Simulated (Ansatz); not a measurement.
XGe6: r2SCANh-D4/def2-TZVP single points in Ansatz on relaxed structures, gas phase. Each cluster is the lowest isomer that a short search found in that spin, judged at the geometry's level, and lower ones may exist. Core potentials for Sn, no spin–orbit coupling. HOMO and LUMO are taken over both spins. Binding counts from free atoms in the multiplicity of their measured ground term, without zero-point energy. The structures are stationary points that may keep the symmetry of their start.

```
species  atoms    state           geometry  HOMO (eV)  LUMO (eV)  gap (eV)  binding per atom (eV)  point group (within 0.1 Å)
  SnGe6      7  singlet    PBE-D4/def2-SVP      -5.85      -3.48      2.38                   3.15                         C2v
  SiGe6      7  singlet  B3LYP-D4/def2-SVP      -6.14      -3.46      2.68                   3.29                         C5v
   Ge6N      7  doublet    PBE-D4/def2-SVP      -5.11      -3.56      1.55                   3.07                           –
```

The gap (eV) runs from 1.55 (Ge6N) to 2.68 (SiGe6).
